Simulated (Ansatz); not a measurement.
Ansatz (a first-principles code) input (CCSD(T)/aug-cc-pVDZ):

Ansatz 0.2 input:
```yaml
crystal:
  periodic: [false, false, false]
  atoms:
    - {symbol: Ge, position_ang: [0.52639857, -0.22363223, 0.20073112]}
    - {symbol: Br, position_ang: [-0.62511814, -1.87112544, -1.00309374]}
    - {symbol: Br, position_ang: [-0.78522170, 0.46264985, 2.01679502]}
    - {symbol: Br, position_ang: [0.92906116, 1.61293935, -1.19722688]}
basis:
  gaussian:
    orbitals: aug-cc-pVDZ
magnetization: {spin_polarized: true, initial_magnetization: 1}
correlation: {method: ccsd_t, electrons: outside_noble_gas}
output: {forces: true}
```

Output:

```
Functional definition: HF
integrals: 0.70 GiB planned
1589 factors; integrals over basis functions are off by at most 4.5e-4 eV
mean field: 1.89 GiB planned
mean field evaluation 1: about -266469.0595 eV, gradient 1.3e1 eV
mean field evaluation 2: about -266469.0601 eV, gradient 1.3e1 eV
mean field evaluation 4: about -266470.6073 eV, gradient 1.9e0 eV
mean field evaluation 8: about -266470.7224 eV, gradient 2.4e-3 eV
mean field evaluation 16: about -266470.7183 eV, gradient 2.8e-1 eV
mean field evaluation 32: about -266465.9163 eV, gradient 5.3e-3 eV
mean field evaluation 64: about -266467.2900 eV, gradient 1.1e0 eV
mean field -266470.72238061 eV, -9792.6184271446 hartree, gradient 1.8e-6 eV, S^2 0.765636; 0 other end points of the search recorded, 0 dependent functions left out
56 core orbitals not correlated
reference -266470.72238061 eV, -9792.6184271446 hartree; 13, 12 occupied and 75, 76 virtual orbitals, 1589 factors
densities: 1.67 GiB planned
second order -11.87644133 eV of doubles, -0.00000000 eV of singles
coupled cluster: 1.01 GiB planned
cycle   1  -12.49851460 eV  change   -6.2e-1 eV  update   9.1e-2
cycle   2  -12.77026529 eV  change   -2.7e-1 eV  update   2.8e-2
cycle   3  -12.83714705 eV  change   -6.7e-2 eV  update   1.7e-2
cycle   4  -12.83446125 eV  change    2.7e-3 eV  update   6.2e-3
cycle   5  -12.83340547 eV  change    1.1e-3 eV  update   3.1e-3
cycle   6  -12.83433676 eV  change   -9.3e-4 eV  update   1.2e-3
cycle   7  -12.83479695 eV  change   -4.6e-4 eV  update   5.1e-4
cycle   8  -12.83482627 eV  change   -2.9e-5 eV  update   1.5e-4
cycle   9  -12.83480241 eV  change    2.4e-5 eV  update   5.5e-5
cycle  10  -12.83479115 eV  change    1.1e-5 eV  update   1.8e-5
cycle  11  -12.83479575 eV  change   -4.6e-6 eV  update   7.0e-6
cycle  12  -12.83479589 eV  change   -1.4e-7 eV  update   3.0e-6
cycle  13  -12.83479621 eV  change   -3.1e-7 eV  update   1.2e-6
perturbative correction -0.43993113 eV, -0.0161671707 hartree
the calculation of the forces begins
Total energy: -266483.99710794 eV, -9793.1062643761 hartree
Atom 0 at     0.526399    -0.223632     0.200731 Å, force     0.023878    -0.010144     0.009105 eV/Å
Atom 1 at    -0.625118    -1.871125    -1.003094 Å, force    -0.024008    -0.063594    -0.035566 eV/Å
Atom 2 at    -0.785222     0.462650     2.016795 Å, force    -0.029537     0.017006     0.068730 eV/Å
Atom 3 at     0.929061     1.612939    -1.197227 Å, force     0.029667     0.056732    -0.042270 eV/Å
Dipole moment:     0.171271    -0.072762     0.065311 e Å
```

It need not be the lowest isomer of its formula.
